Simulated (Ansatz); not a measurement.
`F[SiH2]Cl` + `OCF` → `FCO[SiH2]F` + HCl  (ligand exchange at the Si–Cl bond)

Gas-phase electronic energies from Ansatz, PBE0-D4/def2-TZVP geometries. CCSD(T)/CBS adds triple-zeta CCSD(T) − MP2 to the extrapolated MP2 energy (def2 sets, frozen cores). This one scheme is used for every species. Functionals use def2-TZVPP. One conformer a species, not always the lowest.

CCSD(T)/CBS gives -0.2 kJ/mol.

Q: Another level gave +4.7 kJ/mol. Which?
A. CCSD/def2-TZVPP
B. BLYP-D4/def2-TZVPP
C. LC-ωPBE/def2-TZVPP
D. revPBE/def2-TZVPP

A: C. LC-ωPBE 4.7, BLYP-D4 -0.2, revPBE 14.9, CCSD/def2-TZVPP -4.4 kJ/mol.

Largest T1 diagnostic among the species: 0.012.

From BLYP to BHLYP (50 % exact exchange), in def2-TZVPP and without D4, ΔE moves by −5.8 kJ/mol. Leaving LDA and LC-ωPBE aside and taking each functional with its dispersion term where it has one, the values, not all of them listed here, spread over 14.5 kJ/mol, from CAM-B3LYP-D4 to PBE-D4. LDA lies −7.7 kJ/mol from PBE without D4.
